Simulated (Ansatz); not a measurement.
Geometry optimisation, RKS B3LYP/def2-TZVP in Ansatz.

Input file:

```yaml
crystal:
  periodic: [false, false, false]
  atoms:
    - { symbol: Ga, position_ang: [0.0, 0.0, 0.0] }
    - { symbol: Cl, position_ang: [0.0, 0.0, 2.59] }
    - { symbol: H, position_ang: [1.3596, 0.0, -0.785] }
    - { symbol: H, position_ang: [-1.3596, 0.0, -0.785] }
    - { symbol: F, position_ang: [0.0836, -1.8961, 0.6306] }
    - { symbol: H, position_ang: [0.0624, -1.4154, 1.7691] }
basis:
  gaussian: { orbitals: def2-TZVP }
hamiltonian:
  xc: b3lyp
relax:
  f_tol: 0.15
  max_steps: 25
  restrain:
    - { distance: [0, 4], at: 2.9, k: 30.0 }
    - { distance: [5, 1], at: 2.57, k: 30.0 }
    - { distance: [0, 1], at: 2.24, k: 30.0 }
    - { distance: [5, 4], at: 0.92, k: 30.0 }
output:
  orbitals: {}
```

Command:

```bash
$ ansatz run input.yaml --threads 4 --pin off --max-ram 5120MiB --backend cpu --events-out ev --progress --plain --runs-dir out
```

**Question.** Where does it end, and by what steps?

**Answer.** The run converged. The restraints hold the end off the free minimum. After 7 steps the energy has fallen by 0.732 eV (the restraints' own energy left out); H6 moved furthest, 0.66 Å. Parted: Ga1–F5 (2.00 → 2.89 Å). Joined: F5–H6 (1.24 → 0.93 Å).

```tsv
step	energy less start (eV)	largest force component (eV/Å)	accepted
0	0.0000	1.732	yes
1	-0.1350	2.451	yes
2	-0.2149	1.836	yes
3	-0.3481	1.932	yes
4	-0.7076	0.666	yes
5	-0.7079	0.338	yes
6	-0.6879	1.579	no
7	-0.7317	0.384	yes
```

```xyz
6
Properties=species:S:1:pos:R:3
Ga -0.005 0.263 -0.043
Cl -0.005 0.451 2.178
H 1.418 0.294 -0.663
H -1.429 0.231 -0.660
F 0.085 -2.477 0.885
H 0.082 -2.074 1.722
```

Run time: 4.8 s on 4 threads of AMD EPYC 9B45 (Zen 5), on a shared host, peak memory 0.3 GiB.
